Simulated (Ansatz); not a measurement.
The inner images of a band of CH8FW (11 atoms, charge 0, multiplicity 2) are given out of order.

Theory: Ansatz, UKS PBE/def2-SVP.

Initial state:

```xyz
11
Properties=species:S:1:pos:R:3
W 0.540 0.002 0.657
H -1.309 0.006 1.241
F 2.420 0.008 0.569
H -0.123 1.512 0.237
H -1.367 -0.005 0.401
H -0.117 -1.513 0.246
H -0.456 0.000 -0.744
C 0.129 -0.003 2.769
H -0.429 -0.872 3.177
H 1.175 -0.060 3.154
H -0.331 0.923 3.175
```

Final state:

```xyz
11
Properties=species:S:1:pos:R:3
W 0.360 0.000 -0.417
H -0.901 0.001 2.817
F 1.880 0.001 0.646
H -0.325 1.487 -0.886
H -1.187 0.025 0.291
H -0.343 -1.488 -0.854
H 0.563 -0.012 -2.108
C -0.162 -0.003 3.641
H -0.327 -0.894 4.275
H 0.863 -0.030 3.228
H -0.290 0.913 4.249
```

**Question.** Put them in order from the first end to the last, with their energies above the first end.
A.
```xyz
11
Properties=species:S:1:pos:R:3
W 0.318 -0.006 -0.074
H -0.616 0.007 2.138
F 1.988 -0.020 0.762
H -0.494 1.486 -0.037
H -1.251 0.009 0.569
H -0.520 -1.483 -0.033
H 0.426 -0.006 -1.779
C -0.052 0.004 3.102
H -0.361 -0.904 3.651
H 1.038 -0.006 2.931
H -0.346 0.918 3.649
```
B.
```xyz
11
Properties=species:S:1:pos:R:3
W 0.542 -0.006 0.483
H -0.823 0.009 1.767
F 2.450 -0.022 0.286
H -0.284 1.472 0.387
H -1.226 0.009 0.411
H -0.308 -1.471 0.390
H -0.188 -0.001 -1.051
C -0.110 0.002 2.778
H -0.468 -0.905 3.301
H 1.001 -0.003 2.831
H -0.458 0.915 3.299
```
C.
```xyz
11
Properties=species:S:1:pos:R:3
W 0.349 -0.008 -0.307
H -0.739 0.005 2.546
F 1.913 -0.016 0.693
H -0.404 1.482 -0.637
H -1.187 0.018 0.414
H -0.428 -1.491 -0.617
H 0.523 0.004 -2.004
C -0.124 0.002 3.469
H -0.374 -0.897 4.063
H 0.951 -0.012 3.208
H -0.352 0.912 4.054
```
D.
```xyz
11
Properties=species:S:1:pos:R:3
W 0.356 -0.005 0.101
H -0.650 0.008 1.995
F 2.137 -0.022 0.747
H -0.441 1.485 0.188
H -1.290 0.010 0.574
H -0.468 -1.481 0.190
H 0.130 -0.004 -1.585
C -0.030 0.003 2.938
H -0.346 -0.908 3.475
H 1.063 -0.006 2.786
H -0.331 0.921 3.473
```
E.
```xyz
11
Properties=species:S:1:pos:R:3
W 0.460 -0.006 0.327
H -0.734 0.008 1.872
F 2.353 -0.023 0.685
H -0.372 1.466 0.268
H -1.292 0.009 0.436
H -0.396 -1.464 0.271
H -0.155 -0.002 -1.270
C -0.049 0.004 2.824
H -0.377 -0.906 3.360
H 1.056 -0.005 2.750
H -0.363 0.920 3.358
```
F.
```xyz
11
Properties=species:S:1:pos:R:3
W 0.334 -0.015 -0.195
H -0.646 0.004 2.325
F 1.938 -0.020 0.744
H -0.469 1.474 -0.361
H -1.213 0.024 0.494
H -0.501 -1.493 -0.316
H 0.511 0.020 -1.895
C -0.087 0.002 3.286
H -0.376 -0.901 3.854
H 1.002 -0.005 3.097
H -0.364 0.912 3.849
```
G.
```xyz
11
Properties=species:S:1:pos:R:3
W 0.573 -0.006 0.597
H -1.084 0.010 1.395
F 2.445 -0.022 0.327
H -0.193 1.500 0.403
H -1.279 0.011 0.506
H -0.220 -1.498 0.403
H -0.272 0.002 -0.892
C 0.001 0.000 2.736
H -0.465 -0.897 3.201
H 1.080 -0.005 3.006
H -0.455 0.902 3.200
```

**Answer.** G (+5.0 kcal/mol), B (+14.7 kcal/mol), E (+18.1 kcal/mol), D (+11.3 kcal/mol), A (+3.6 kcal/mol), F (+1.1 kcal/mol), C (+0.2 kcal/mol).

The run took 4.3 min on 4 threads of Arm Neoverse V2, on a shared host, peak memory 0.25 GiB.
